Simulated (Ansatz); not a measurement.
`CC1=C[SiH2][SiH2]1` → `C=C1C[SiH]1[SiH3]`  (isomerisation)

Gas-phase electronic energies from Ansatz, PBE0-D4/def2-TZVP geometries. CCSD(T)/CBS adds triple-zeta CCSD(T) − MP2 to the extrapolated MP2 energy (def2 sets, frozen cores). DFT in def2-TZVPP.

Problem. Is it downhill or uphill in electronic energy at CCSD(T)/CBS, and by how much? (An estimate is asked.)

Solution. Ansatz gave: Uphill: ΔE = +1.18 eV.

Problem. What do these levels give: PBE-D4, r2SCAN-D4, PBE, HF/def2-TZVPP, CCSD(T)/def2-TZVPP, HF/def2-QZVPP? (An estimate is asked.)

Solution. Ansatz gave: PBE-D4 1.04, r2SCAN-D4 1.06, PBE 1.01, HF/def2-TZVPP 1.26, CCSD(T)/def2-TZVPP 1.16, HF/def2-QZVPP 1.26 eV.

Largest T1 diagnostic among the species: 0.013.

The D4 term adds +0.05 eV with B3LYP and +0.02 eV with PBE0; it sums over pairs of atoms, weighted by their polarisabilities, and B3LYP, whose exchange is more repulsive, gets the larger term. From PBE to PBE0 (25 % exact exchange), in def2-TZVPP and without D4, ΔE moves by +0.10 eV.

B3LYP here is the variant with VWN-RPA as its local correlation; programs differ in this.
